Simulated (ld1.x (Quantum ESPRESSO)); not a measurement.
## Logarithmic derivatives: iridium (Ir), PAW

```
Element                 : Ir
Generator               : ld1.x (Quantum ESPRESSO) 7.5
Type                    : PAW
Functional              : PBE
Relativity              : scalar-relativistic
Frozen core             : [Xe]
Valence charge          : 23
Reference configuration : 4f14 5d7 6s0 6p0 (charge +2)
Partial waves           : 6s (bound, empty): rcut 1.90, rcutus 2.45 bohr; 6s channel at -0.2 Ry: rcut 1.90, rcutus 2.45 bohr; 6p (bound, empty): rcut 2.20, rcutus 3.05 bohr; 6p channel at -0.35 Ry: rcut 2.20, rcutus 3.05 bohr; 5d (bound): rcut 1.50, rcutus 2.00 bohr; 5d channel at -1.1 Ry: rcut 1.50, rcutus 2.00 bohr; 4f (bound): rcut 0.65, rcutus 0.85 bohr; 4f channel at -4 Ry: rcut 0.65, rcutus 0.85 bohr
Local potential         : all-electron potential smoothed inside 0.85 bohr (lloc = -1)
Core correction         : Bessel-smoothed model core inside 0.85 bohr
Augmentation charge     : PSQ, inside the norm-conserving radii
```

The phase is arctan(r·u′/u) with u = r·R(r), unwrapped; energies in Ry, scanned from -8 to 5 Ry. A pole is an energy at which the radial function vanishes at the test radius. The pseudo phase is shifted by a multiple of π to meet the all-electron one at the reference energy, and phase errors are pseudo minus all-electron; the curves can meet again beyond the range given. Levels narrower than the energy grid can be missing from the lists of poles.

| channel | radius (bohr) | reference energy (Ry) | poles, all-electron | poles, pseudo | unbroken range about the reference energy with phases within 0.05 rad | phase error 1 Ry above the reference energy (rad) |
| --- | --- | --- | --- | --- | --- | --- |
| s | 3.32 | -1.58 | -0.99, 4.17 | -0.99, 4.08 | the whole range | +0.000 |
| p | 3.32 | -1.03 | -5.34, 0.11 | 0.11, 0.78 | -5.3 to 0.7 | -0.000 |
| d | 3.32 | -1.79 | -1.70, 2.05 | -1.70, 2.04 | below 4.2 | -0.000 |
| f | 3.32 | -5.87 | 1.18 | 1.18 | the whole range | +0.000 |

The ghost test of this file was not conclusive. Its overlap operator is not positive definite in a basis up to 400 Ry (lowest eigenvalue s -0.45, p -0.02), so the file is unfit for use: the generalised eigenproblem breaks down once the basis is large enough, and its test numbers describe a broken file.

Phases in the d channel:

| E (Ry) | all-electron | pseudo |
| --- | --- | --- |
| -8.00 | 1.457 | 1.457 |
| -7.52 | 1.453 | 1.453 |
| -7.04 | 1.448 | 1.448 |
| -6.56 | 1.443 | 1.443 |
| -6.08 | 1.437 | 1.437 |
| -5.60 | 1.430 | 1.430 |
| -5.12 | 1.422 | 1.422 |
| -4.64 | 1.412 | 1.412 |
| -4.16 | 1.400 | 1.400 |
| -3.68 | 1.385 | 1.385 |
| -3.20 | 1.363 | 1.363 |
| -2.72 | 1.328 | 1.328 |
| -2.24 | 1.244 | 1.244 |
| -1.76 | -1.434 | -1.434 |
| -1.28 | -1.809 | -1.809 |
| -0.80 | -1.949 | -1.949 |
| -0.32 | -2.250 | -2.250 |
| 0.16 | -3.398 | -3.400 |
| 0.64 | -4.315 | -4.316 |
| 1.12 | -4.551 | -4.552 |
| 1.60 | -4.653 | -4.654 |
| 2.08 | -4.716 | -4.717 |
| 2.56 | -4.767 | -4.769 |
| 3.04 | -4.820 | -4.824 |
| 3.52 | -4.891 | -4.899 |
| 4.00 | -5.025 | -5.049 |
| 4.48 | -5.475 | -5.630 |
| 4.96 | -7.051 | -7.215 |
